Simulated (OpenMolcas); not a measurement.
**Cr+: input and output**

Input:

```
&GATEWAY
Coord
1

Cr 0.0 0.0 0.0
Basis=ANO-L-VDZP
Group=XYZ
NoMove
AngMom=0.0 0.0 0.0
AMFI
&SEWARD
&RASSCF
FileOrb=start.orb
Symmetry=1
Spin=6
nActEl=5 0 0
Inactive=3 6
Ras2=6 0
CIRoot=6 6 1
SDav=6
CIMx=300
Iter=120 100
PrWF=0.3
OrbListing=Nothing
MaxOrb=0
Atom
>>> COPY $Project.JobIph JOB001
&RASSCF
FileOrb=start.orb
Symmetry=1
Spin=4
nActEl=5 0 0
Inactive=3 6
Ras2=6 0
CIRoot=84 84 1
SDav=84
CIMx=300
Iter=120 100
PrWF=0.3
OrbListing=Nothing
MaxOrb=0
Atom
CIOnly
>>> COPY $Project.JobIph JOB002
&RASSI
NrOfJobIphs=2 6 5
1 2 3 4 5 6
1 2 3 4 5
IphNames
JOB001
JOB002
EJob
SpinOrbit
DIPRint=1.0
SOCoupling=1000.0
Subsets=2
MEES
Property=10
'ANGMOM' 1 'ANGMOM' 2 'ANGMOM' 3 'MLTPL  1' 1 'MLTPL  1' 2 'MLTPL  1' 3
'AMFI' 1 'AMFI' 2 'AMFI' 3 'MLTPL  2' 6
SOProperty=3
'ANGMOM' 1 'ANGMOM' 2 'ANGMOM' 3
```

Launched by
```bash
OMP_NUM_THREADS=1 MOLCAS_MEM=2252 MOLCAS_PROJECT=a pymolcas a.inp > a.log  # once for each step of the input, in one work folder
```

A driver script runs the steps one by one and writes start.orb anew before each from the orbitals found so far, so a CI-only block uses the converged orbitals of the first block.

Output, cut to the results:

```
--- SEWARD ---
Basis set label: CR.ANO-L...5S4P2D1F.

      Electronic valence basis set:
      ------------------
      Associated Effective Charge  24.000000 au
      Associated Actual Charge     24.000000 au
      Nuclear Model: Point charge

      Shell  nPrim  nBasis  Cartesian Spherical Contaminant
         s      21       5        X
         p      15       4        X
         d      10       2                 X
         f       6       1                 X
                  Atomic mean-field integrals
--- RASSCF ---
Wave function specifications:
      -----------------------------

      Number of closed shell electrons          18
      Number of electrons in active shells       5
      Max number of holes in RAS1 space          0
      Max nr of electrons in RAS3 space          0
      Number of inactive orbitals                9
      Number of active orbitals                  6
      Number of secondary orbitals              19
      Spin quantum number                      2.5
      State symmetry                             1
Orbital specifications:
      -----------------------

      Symmetry species                           1   2
                                                ag  au
      Frozen orbitals                            0   0
      Inactive orbitals                          3   6
      Active orbitals                            6   0
      RAS1 orbitals                              0   0
      RAS2 orbitals                              6   0
      RAS3 orbitals                              0   0
      Secondary orbitals                         6  13
      Deleted orbitals                           0   0
      Number of basis functions                 15  19
      Number of CSFs                             6
      Number of root(s) required                 6
      Iter CI   SX   CI       RASSCF       Energy    max ROT     max BLB   max BLB  Level Ln srch  Step   QN
          iter iter root      energy       change     param      element    value   shift minimum  type update
 Nr of preliminary CI iterations:   1
      Total energies have been shifted. Add                -1000.00 au
        1   1    2    0   -43.08737925    0.00E+00   1.07E-06    6  12 2  7.03E-07   0.09   0.00    SX    NO
        2   1    2    0   -43.08737925   -9.09E-13   2.98E-07    6   9 2  1.82E-07   0.09   0.00    SX    NO
        3   1    2    0   -43.08737925   -9.09E-13   1.93E-07    6  12 2  1.59E-07   0.09   0.00    SX    NO
        4   1    2    0   -43.08737925    9.09E-13  -1.41E-07    6  12 2 -1.07E-07   0.09   0.00    SX    NO
      Convergence after  4 iterations
        5   1    2    0   -43.08737925   -6.82E-13  -1.41E-07    6  12 2  7.65E-08   0.09   0.00    SX    NO
      Natural orbitals and occupation numbers for root  1
      sym 1:   1.000000   1.000000   1.000000   1.000000   1.000000   0.000000
      Natural orbitals and occupation numbers for root  2
      sym 1:   1.000000   1.000000   1.000000   1.000000   0.000000   1.000000
      Natural orbitals and occupation numbers for root  3
      sym 1:   1.000000   1.000000   1.000000  -0.000000   1.000000   1.000000
::    RASSCF root number  1 Total energy:  -1043.10234019
::    RASSCF root number  2 Total energy:  -1043.08438706
::    RASSCF root number  3 Total energy:  -1043.08438706
::    RASSCF root number  4 Total energy:  -1043.08438706
::    RASSCF root number  5 Total energy:  -1043.08438706
::    RASSCF root number  6 Total energy:  -1043.08438706
--- RASSCF ---
Wave function specifications:
      -----------------------------

      Number of closed shell electrons          18
      Number of electrons in active shells       5
      Max number of holes in RAS1 space          0
      Max nr of electrons in RAS3 space          0
      Number of inactive orbitals                9
      Number of active orbitals                  6
      Number of secondary orbitals              19
      Spin quantum number                      1.5
      State symmetry                             1
Orbital specifications:
      -----------------------

      Symmetry species                           1   2
                                                ag  au
      Frozen orbitals                            0   0
      Inactive orbitals                          3   6
      Active orbitals                            6   0
      RAS1 orbitals                              0   0
      RAS2 orbitals                              6   0
...
--- RASSI ---
SPIN-FREE ENERGIES:
  (Shifted by EMIN (a.u.) =      -1043.1023401923)

 SF State       Relative EMIN(au)   Rel lowest level(eV)    D:o, cm**(-1)      L_eff

     1             0.0000000000        0.0000000000              0.0000         0.0
     2             0.0179531311        0.4885295843           3940.2568         2.0
     3             0.0179531311        0.4885295843           3940.2568         2.0
     4             0.0179531311        0.4885295843           3940.2568         2.0
     5             0.0179531311        0.4885295843           3940.2568         2.0
     6             0.0179531311        0.4885295843           3940.2568         2.0
     7             0.0686125074        1.8670414389          15058.7048         2.0
     8             0.0686125074        1.8670414389          15058.7048         2.0
     9             0.0686125074        1.8670414389          15058.7048         2.0
    10             0.0686125074        1.8670414389          15058.7048         2.0
    11             0.0686125074        1.8670414389          15058.7048         2.0
     Dipole printing threshold changed to   1.00000000E+00
Eigenvalues of complex Hamiltonian:
   -----------------------------------
  (Shifted by EMIN (a.u.) =      -1043.1023401923)

 SO State       Relative EMIN(au)   Rel lowest level(eV)    D:o, cm**(-1)     J-value

     1             0.0000000000        0.0000000000              0.0000         1.2
     2             0.0000000000        0.0000000000              0.0000         2.1
     3             0.0000000000        0.0000000000              0.0000         2.5
     4             0.0000000000        0.0000000000              0.0000         2.5
     5             0.0000000000        0.0000000000              0.0000         2.1
     6             0.0000000000        0.0000000000              0.0000         1.2
     7             0.0164404382        0.4473671144           3608.2591         0.4
...
```

The J values that RASSI prints are effective ones from its own formula and need not be integers or half-integers; the table below assigns J from the states.

Levels above the lowest, from the spin-orbit matrix, grouped by J:

```
Configuration  Term    J  E (cm-1)  Measured (cm-1)  Term weight %
          3d5    6S  5/2       0.0              0.0            100
       3d4 4s    6D  1/2      3608            11962            100
       3d4 4s    6D  3/2      3679            12033            100
       3d4 4s    6D  5/2      3798            12148            100
       3d4 4s    6D  7/2      3964            12304            100
       3d4 4s    6D  9/2      4177            12496            100
       3d4 4s    4D  1/2     14739            19528            100
       3d4 4s    4D  3/2     14846            19631            100
       3d4 4s    4D  5/2     15024            19798            100
       3d4 4s    4D  7/2     15272            20024            100
```

Against the 9 measured excited levels shown (NIST Handbook of Basic Atomic Spectroscopic Data) the mean absolute deviation is 6800 cm-1; the largest miss in energy is 3d4 4s 6D 1/2: computed 3608, measured 11962 cm-1 (-69.8 %).

Without dynamic correlation excited terms often stand tens of per cent too high (terms of higher spin than the ground term too low), and those without a measured partner can miss by more than the paired ones. Terms from blocks run as CI alone lack orbitals of their own. A single d shell beside an s shell can misplace configurations of different d count against each other. Computed and measured levels are paired by configuration, term and J; levels that our copy of the source lacks, or whose pairing is in doubt (as where it misses far off the trend of its configuration), stay unpaired and out of the deviations. Only configurations of the active space appear. The first state left out of the spin-orbit step lies near 25000 cm-1 above the lowest spin-free state of the reference (among the parities and spins computed), and the list stops at four fifths of that energy or lower.

The RASSCF and RASSI steps took 14 s on 1 thread of Intel(R) Xeon(R) 6975P-C (Granite Rapids), with other jobs on the host; the integral step is not counted.

The term weight is that of the spin-free term in the level, not the purity of its configuration.
